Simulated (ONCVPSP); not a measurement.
## Pseudopotential generation for Ce: ONCV, PBE, scalar-relativistic.

ONCVPSP 4.0.1 input, shortened (lines: element, Z, core and valence counts, functional; n l f; lmax; l rc ep ncon nbas qcut; lloc lpopt rc5 dvloc0; l nproj debl; icmod fcfact rcfact), PBE, scalar-relativistic:

```
  Ce 58.00    9    5        4      upf
    1    0    2.00
    2    0    2.00
    2    1    6.00
    3    0    2.00
    3    1    6.00
    3    2   10.00
    4    0    2.00
    4    1    6.00
    4    2   10.00
    4    3    1.00
    5    0    2.00
    5    1    6.00
    5    2    1.00
    6    0    2.00
    3
    0    2.85    0.00    5    9    5.60
    1    2.25    0.00    4    7    6.80
    2    2.50    0.00    4    8    3.40
    3    1.25    0.00    5    9   15.30
    4    5    0.85    4.00
    0    2    1.70
    1    1    1.20
    2    1    2.20
    3    2    3.70
    3    4.00    1.10
```

- Cutoffs needed: 92 Ha and 102 Ha (the cutoffs (Ha) at which the residual kinetic energy of the hardest occupied pseudo-wave falls to 1 and 0.1 mHa per electron)
- Ghost test: ghosts flagged at negative energy: s at -319.3 eV, p at -139.9 eV; GHOST(+) flagged for d at 12.6 eV; a true bound ghost makes a file unfit for plane-wave use
- Configuration tests: 1 of 4 tests not solved or not reliable
- rms error of d²Exc/dni dnj: 15.46 mHa without and 7.32 mHa with the model core
